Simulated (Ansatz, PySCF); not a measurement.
Mo(O)(NH)(Cl)2 (Cl2HMoNO), SMILES [NH]=[Mo](=[O])([Cl])[Cl], multiplicity 1. Atoms are numbered in the order given.

```xyz
6

Mo     0.0338    -0.2785     0.0000
O      1.4177    -1.1951     0.0000
N     -1.2948    -1.3582     0.0000
H     -1.5860    -2.3370     0.0000
Cl    -0.0664     0.9572    -1.9023
Cl    -0.0664     0.9572     1.9023
```

Geometry optimised at PBE0-D3(BJ)/def2-SVP. The multiplicity is an assumed one; no other spin state was optimised. The structure was generated by enumeration; whether it is a known compound was not checked. The def2 effective core potentials stand for the cores of Mo; spin–orbit coupling is left out.

Two levels are set side by side: PBE-D3(BJ)/def2-SVP (Ansatz, an electronic-structure program) and PBE0-D3(BJ)/def2-SVP (Ansatz). Each level has its own optimised geometry; the coordinates shown are those of the second. Frequencies come from the Hessian of PySCF at each geometry. Differences are taken from unrounded values.

| quantity | PBE0-D3(BJ) |
|---|---|
| mean bond length (Å) | 1.787 |
| bond Mo1–O2 (Å) | 1.660 |
| bond Mo1–N3 (Å) | 1.712 |
| bond Mo1–Cl5 (Å) | 2.271 |
| bond Mo1–Cl6 (Å) | 2.271 |
| bond N3–H4 (Å) | 1.021 |
| highest harmonic wavenumber (cm⁻¹) | 3603 |
| mean harmonic wavenumber (cm⁻¹) | 733 |
| zero-point energy (kcal/mol) | 12.58 |

What does PBE-D3(BJ) give, and how far is it from PBE0-D3(BJ)? (An estimate is asked for; the answer gives what the named calculation found.)


| quantity | PBE-D3(BJ) | PBE-D3(BJ) minus PBE0-D3(BJ) |
|---|---|---|
| mean bond length (Å) | 1.804 | 0.017 |
| bond Mo1–O2 (Å) | 1.686 | 0.026 |
| bond Mo1–N3 (Å) | 1.738 | 0.026 |
| bond Mo1–Cl5 (Å) | 2.282 | 0.012 |
| bond Mo1–Cl6 (Å) | 2.282 | 0.012 |
| bond N3–H4 (Å) | 1.030 | 0.009 |
| highest harmonic wavenumber (cm⁻¹) | 3479 | -125 |
| mean harmonic wavenumber (cm⁻¹) | 702 | -32 |
| zero-point energy (kcal/mol) | 12.04 | -0.54 |

GGA bonds tend to be longer and softer than those of functionals with exact exchange. Differences between two approximate levels are no errors against the true value.
